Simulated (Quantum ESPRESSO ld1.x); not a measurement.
V4+, 19 electrons, occupied as [Ar] 3d1. All-electron calculation, non-relativistic Kohn-Sham, LDA (Slater exchange, Perdew-Zunger correlation), spin-polarised, spherical densities, point nucleus; open shells are filled with parallel spins first. Program: ld1.x of Quantum ESPRESSO 7.5.

Radial electron density D(r) = 4 pi r^2 rho(r):

r (bohr),D(r) (e/bohr),spin D(r)
0.003498,1.066,-0.0000256
0.003944,1.328,-0.0000318
0.004447,1.649,-0.0000395
0.005014,2.043,-0.0000490
0.005653,2.522,-0.0000604
0.006374,3.101,-0.0000743
0.00713,3.748,-0.0000898
0.008039,4.569,-0.000109
0.009064,5.542,-0.000133
0.01022,6.682,-0.000160
0.01152,8.002,-0.000191
0.01299,9.511,-0.000228
0.01453,11.09,-0.000265
0.01638,12.95,-0.000310
0.01847,14.97,-0.000358
0.02083,17.10,-0.000410
0.02348,19.27,-0.000463
0.02648,21.39,-0.000516
0.02985,23.36,-0.000569
0.03339,24.95,-0.000615
0.03765,26.27,-0.000661
0.04245,27.06,-0.000703
0.04786,27.26,-0.000742
0.05396,26.84,-0.000778
0.06084,25.86,-0.000807
0.06805,24.59,-0.000818
0.07673,23.08,-0.000777
0.08651,21.75,-0.000606
0.09754,20.93,-0.000148
0.11,20.91,0.000881
0.124,21.81,0.00296
0.1387,23.41,0.00651
0.1564,25.62,0.0131
0.1763,27.81,0.0241
0.1988,29.32,0.0415
0.2241,29.55,0.0677
0.2527,28.14,0.106
0.2827,25.37,0.154
0.3187,21.25,0.222
0.3593,16.73,0.308
0.4052,12.72,0.410
0.4568,9.964,0.526
0.515,8.789,0.647
0.5807,8.994,0.763
0.6495,9.874,0.853
0.7324,10.80,0.914
0.8257,11.06,0.928
0.931,10.34,0.889
1.05,8.750,0.801
1.184,6.672,0.678
1.324,4.702,0.545
1.493,2.902,0.401
1.683,1.595,0.272
1.897,0.7761,0.168
2.139,0.3330,0.0934
2.412,0.1257,0.0460
2.698,0.04505,0.0210
3.042,0.01325,0.00780
3.43,0.003410,0.00243
3.867,0.0007578,0.000623

D(r) has 3 maxima, at r = 0.0467, 0.215, 0.806 bohr, and minima at 0.104, 0.536 bohr, inside which lie 2.13, 10.46 electrons.
